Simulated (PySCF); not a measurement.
**Excitation energy of C²⁺ by level of theory**

C²⁺ [He] 2s2 (1S) → C²⁺ [He] 2s1 3s1 (3S), as a difference of total energies. Computed with PySCF 2.14 in x2c-QZVPPall with one added diffuse shell each of s, p, d, f type (8s5p4d3f1g, 73 functions), with scalar relativity by spin-free X2C-1e. Correlated levels: valence and next inner shell: nothing frozen. The calculations carry no spin-orbit coupling.

```json
{"method": "UHF", "excitation energy (cm⁻¹)": "224070"}
{"method": "MP2 (valence and next inner shell)", "excitation energy (cm⁻¹)": "233100"}
{"method": "SCS-MP2 (valence and next inner shell)", "excitation energy (cm⁻¹)": "235750"}
{"method": "CCSD (valence and next inner shell)", "excitation energy (cm⁻¹)": "237720"}
{"method": "CCSD(T) (valence and next inner shell)", "excitation energy (cm⁻¹)": "237790"}
```

The promoted electron is Rydberg-like, and one or two diffuse shells describe it only roughly, which tends to raise the upper state.
